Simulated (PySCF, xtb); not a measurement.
F₃OSi, SMILES F[Si](F)(F)[O] (connectivity only; charge and spin as stated), charge -1, multiplicity 1.

GFN2-xTB (xtb) at its own geometry gives an orbital gap of 9.64 eV.

Coordinates come from a PBE0-D3(BJ)/def2-SVPD optimisation. The multiplicity is an assumed one; other spin states were not compared. The isomer is the one that the SMILES or the coordinates give; other isomers of the formula were not compared.

What does PBE/def2-SVPD in PySCF give? (The exact figures need the calculation; the answer reports its results.)

gap 5.00 eV (levels -1.22 and 3.78 eV).
